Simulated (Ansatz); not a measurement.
(AgH)n off (charge +1): PBE-D4/def2-SVP single points in Ansatz on relaxed structures, gas phase. Each cluster is the lowest isomer that a short search found in that spin, judged at the geometry's level, and lower ones may exist. Core potentials for Ag, no spin–orbit coupling. HOMO and LUMO are taken over both spins. The structures are stationary points that may keep the symmetry of their start.

```json
{"species": "Ag3H3⁺", "atoms": "6", "state": "doublet", "geometry": "B3LYP-D4/def2-TZVP", "HOMO (eV)": "-9.84", "LUMO (eV)": "-9.22", "gap (eV)": "0.62", "point group (within 0.1 Å)": "–"}
{"species": "Ag4H4⁺", "atoms": "8", "state": "doublet", "geometry": "r2SCAN-D4/def2-SVP", "HOMO (eV)": "-11.01", "LUMO (eV)": "-10.71", "gap (eV)": "0.30", "point group (within 0.1 Å)": "D2h"}
{"species": "Ag5H4⁺", "atoms": "9", "state": "singlet", "geometry": "PBE-D4/def2-SVP", "HOMO (eV)": "-10.16", "LUMO (eV)": "-8.30", "gap (eV)": "1.86", "point group (within 0.1 Å)": "Cs"}
```

The gap (eV) runs from 0.30 (Ag4H4⁺) to 1.86 (Ag5H4⁺).
